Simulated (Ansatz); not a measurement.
Ansatz (a first-principles code) input (B3LYP/6-31G*):

Ansatz 0.2 input:
```yaml
crystal:
  periodic: [false, false, false]
  atoms:
    - {symbol: O, position_ang: [0.97013400, -1.28921000, -0.00044800]}
    - {symbol: Si, position_ang: [0.17822700, 0.07248800, 0.02477500]}
    - {symbol: O, position_ang: [-1.45765800, -0.57902000, -0.21301500]}
    - {symbol: F, position_ang: [-0.00093700, 0.82202300, 1.37225000]}
    - {symbol: F, position_ang: [0.37819200, 1.06820000, -1.14860500]}
    - {symbol: H, position_ang: [1.89554200, -1.45433400, -0.21310200]}
    - {symbol: H, position_ang: [-1.60694300, -1.50242300, -0.48589900]}
    - {symbol: H, position_ang: [-2.27887900, -0.12423900, 0.04704000]}
basis:
  gaussian:
    orbitals: 6-31G*
hamiltonian:
  xc: {name: B3LYP}
total_charge: 1
relax: {f_tol: 0.003, max_steps: 120}
```

From the output:

```
relax step   9: F+E_penalty+E_count = -17451.24729584 eV  Δ(F+E_penalty+E_count) = -7.326e-5 eV  max|allowed force component| = 1.616e-2 eV/Å  Δτ_max = 0.0035 Å  (22 SCF iters, accepted)
these checks for a lower state are left out or cut short: starts, cluster_reference, orbital_swaps, neighbouring_geometries, increment
integrals: 0.03 GiB planned
816 factors; integrals over basis functions are off by at most 3.7e-4 eV
mean field: 0.30 GiB planned
mean field -17451.24732799 eV, -641.3215104234 hartree, gradient 1.3e-5 eV, S^2 0.000000; 0 other end points of the search recorded, 0 dependent functions left out
the calculation of the forces begins
reference -17451.24753107 eV, -641.3215178865 hartree; 25, 25 occupied and 60, 60 virtual orbitals, 816 factors
relax step  10: F+E_penalty+E_count = -17451.24732799 eV  Δ(F+E_penalty+E_count) = -3.215e-5 eV  max|allowed force component| = 5.672e-3 eV/Å  Δτ_max = 0.0044 Å  (22 SCF iters, accepted)
these checks for a lower state are left out or cut short: starts, cluster_reference, orbital_swaps, neighbouring_geometries, increment
integrals: 0.03 GiB planned
816 factors; integrals over basis functions are off by at most 3.7e-4 eV
mean field: 0.30 GiB planned
mean field evaluation 64: about -17451.2467 eV, gradient 4.1e-1 eV
mean field -17451.24735679 eV, -641.3215114817 hartree, gradient 1.8e-5 eV, S^2 0.000000; 0 other end points of the search recorded, 0 dependent functions left out
the calculation of the forces begins
reference -17451.24755983 eV, -641.3215189433 hartree; 25, 25 occupied and 60, 60 virtual orbitals, 816 factors
relax step  11: F+E_penalty+E_count = -17451.24735679 eV  Δ(F+E_penalty+E_count) = -2.880e-5 eV  max|allowed force component| = 1.428e-2 eV/Å  Δτ_max = 0.0099 Å  (21 SCF iters, accepted)
these checks for a lower state are left out or cut short: starts, cluster_reference, orbital_swaps, neighbouring_geometries, increment
integrals: 0.03 GiB planned
816 factors; integrals over basis functions are off by at most 3.6e-4 eV
mean field: 0.30 GiB planned
mean field -17451.24736593 eV, -641.3215118178 hartree, gradient 1.0e-5 eV, S^2 0.000000; 0 other end points of the search recorded, 0 dependent functions left out
the calculation of the forces begins
reference -17451.24756893 eV, -641.3215192775 hartree; 25, 25 occupied and 60, 60 virtual orbitals, 816 factors
relax step  12: F+E_penalty+E_count = -17451.24736593 eV  Δ(F+E_penalty+E_count) = -9.144e-6 eV  max|allowed force component| = 6.728e-3 eV/Å  Δτ_max = 0.0087 Å  (22 SCF iters, accepted)
these checks for a lower state are left out or cut short: starts, cluster_reference, orbital_swaps, neighbouring_geometries, increment
integrals: 0.03 GiB planned
816 factors; integrals over basis functions are off by at most 3.6e-4 eV
mean field: 0.30 GiB planned
mean field -17451.24736761 eV, -641.3215118795 hartree, gradient 1.6e-5 eV, S^2 0.000000; 0 other end points of the search recorded, 0 dependent functions left out
the calculation of the forces begins
reference -17451.24757061 eV, -641.3215193394 hartree; 25, 25 occupied and 60, 60 virtual orbitals, 816 factors
relax step  13: F+E_penalty+E_count = -17451.24736761 eV  Δ(F+E_penalty+E_count) = -1.680e-6 eV  max|allowed force component| = 1.334e-3 eV/Å  Δτ_max = 0.0005 Å  (18 SCF iters, accepted)
integrals: 0.03 GiB planned
816 factors; integrals over basis functions are off by at most 3.6e-4 eV
mean field: 0.30 GiB planned
mean field -17451.24736761 eV, -641.3215118795 hartree, gradient 1.6e-5 eV, S^2 0.000000; 1 other end points of the search recorded, 0 dependent functions left out
the calculation of the forces begins
reference -17451.24757061 eV, -641.3215193394 hartree; 25, 25 occupied and 60, 60 virtual orbitals, 816 factors
Total energy: -17451.24757061 eV, -641.3215193394 hartree
Atom 0 at     0.944355    -1.310833    -0.023384 Å, force    -0.000511    -0.001334     0.000037 eV/Å
Atom 1 at     0.186483     0.088198     0.006030 Å, force    -0.000783     0.001244     0.000223 eV/Å
Atom 2 at    -1.474204    -0.558276    -0.274749 Å, force    -0.000107     0.000174     0.000464 eV/Å
Atom 3 at    -0.024154     0.825807     1.371025 Å, force    -0.000035     0.000157     0.000174 eV/Å
Atom 4 at     0.426835     1.097596    -1.164582 Å, force     0.000015    -0.000049    -0.000189 eV/Å
Atom 5 at     1.890646    -1.454505    -0.185069 Å, force     0.001010     0.000030    -0.000225 eV/Å
Atom 6 at    -1.593906    -1.513004    -0.469797 Å, force    -0.000034    -0.000137    -0.000191 eV/Å
Atom 7 at    -2.278376    -0.161498     0.123523 Å, force     0.000446    -0.000085    -0.000293 eV/Å
Dipole moment:    -0.631523    -0.728764    -0.114922 e Å
```

The dipole moment of an ion depends on the origin.

The geometry given is a B3LYP-D3(BJ)/def2-TZVP minimum.
